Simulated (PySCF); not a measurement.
Cost against size for one kind of job: PySCF, PBE0-D3(BJ)/def2-SVP geometry optimisation, gas phase; work: geometry optimisation from a GFN2-xTB start shaken at random. Hardware: an Arm Neoverse V1 with one thread, shared host. Times come from a shared host and carry two figures at best. Peak memory is the resident size of the whole Python process, interpreter and libraries included.

| species (SMILES) | atoms | electrons | basis functions | SCF cycles | gradient evaluations | wall time | peak memory |
| --- | --- | --- | --- | --- | --- | --- | --- |
| P[BH2-][PH3+] | 10 | 42 | 85 | 42 | 7 | ? | ? |
| BP[SiH2]O | 10 | 48 | 94 | 65 | 10 | 29 s | 0.39 GiB |
| BOBC(=C)C | 14 | 44 | 124 | 60 | 9 | ? | ? |
| C=[N][GaH2-][N+]#CC | 13 | 70 | 137 | 215 | 31 | 4.1 min | 0.56 GiB |
| CC(=O)N[SiH2][CH2][GeH3] | 18 | 90 | 175 | 50 | 7 | 2.3 min | 0.78 GiB |

Estimate the withheld figures.

`P[BH2-][PH3+]`: 17 s, 0.36 GiB; `BOBC(=C)C`: 47 s, 0.51 GiB.

With all rows, how does the wall time grow with the number of basis functions N?

A straight line through log(time) against log(N) has slope 3.3 between N = 85 and 175, and the rows scatter about it by a factor of about 1.9 (standard error of the fit). This is a fit to these rows, whose iteration counts differ, not the method's formal scaling.

Which species took longest, and how many times the shortest run?

`C=[N][GaH2-][N+]#CC`, at 4.1 min: about 14 times the shortest (17 s).
